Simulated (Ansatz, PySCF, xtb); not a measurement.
Noncovalent pair: SiH4 (SMILES [SiH4]) (first 5 atoms) with N2 (SMILES N#N); geometry from B3LYP-D3(BJ)/def2-TZVP, rigid monomers moved along the line of their centres of mass till Si1···N7 is 3.18 Å.
(charge 0, multiplicity 1):
| atom | x (Å) | y (Å) | z (Å) |
|---|---|---|---|
| Si | 0.0824 | 0.1487 | -0.1899 |
| H | 0.4002 | 0.4069 | -1.6132 |
| H | 0.2577 | 1.3973 | 0.5851 |
| H | 0.9960 | -0.8907 | 0.3350 |
| H | -1.3175 | -0.3157 | -0.0744 |
| N | 0.0024 | -0.3227 | 3.9429 |
| N | -0.3678 | -0.3354 | 2.9170 |

Counterpoise-corrected where a basis set is named; no monomer relaxation. Rows marked so take none.

Rows in 3-21G carry no dispersion term and start afresh at each structure.

The values were computed with Ansatz (Gaussian basis) for Hartree–Fock, density functionals and correlated methods; PySCF for 3-21G rows; xtb for the GFN methods. Each number belongs to the level named beside it.

Problem. One of these levels gives 0.27 kcal/mol for the interaction energy. Which?
(A) HF/aug-cc-pV(D+d)Z
(B) r2SCAN/def2-TZVPPD
(C) HF/3-21G (no counterpoise)
(D) GFN1-xTB

Solution. B, r2SCAN/def2-TZVPPD. The others give -4.75 (GFN1-xTB), -0.98 (HF/3-21G (no counterpoise)), 1.60 (HF/aug-cc-pV(D+d)Z)

Ansatz is a program for electronic structure.
